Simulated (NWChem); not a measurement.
**Excited singlets of hydrogen selenide (H$_{2}$Se) by symmetry**

```xyz
3

Se     0.0000     0.0000     0.0571
H      1.0502     0.0000    -0.9703
H     -1.0502     0.0000    -0.9703
```
Charge 0, spin multiplicity 1.

The numbers come from NWChem runs, not from measurements. Structure: optimised with PBE0/def2-SVP, a minimum by its harmonic frequencies.

Basis set: def2-SVPD. Symmetry labels belong to the abelian group C2v used in the runs, with the axes of the coordinates shown. Entries are the lowest vertical excitation energy of each symmetry in eV (for CIS and TDDFT among the lowest few roots); a state of one symmetry need not have the same character in every method. Symmetries that some method's roots don't reach, or where a double excitation leads the EOM-CCSD root, are left out.

The Hamiltonian is non-relativistic. The correlated methods keep 9 core orbitals frozen. B3LYP has NWChem's definition, with VWN1-RPA local correlation. No row is a measurement; the coupled-cluster row has its own basis-set and correlation limits.

```
method      a2    b2
--------  ----  ----
CIS       5.57  6.16
TD-PBE    5.21  5.27
TD-B3LYP   [?]   [?]
TD-PBE0   5.35  5.62
EOM-CCSD  5.51  5.75
```

Q: What belongs in the gaps?

A: 
- TD-B3LYP, a2: 5.23
- TD-B3LYP, b2: 5.40
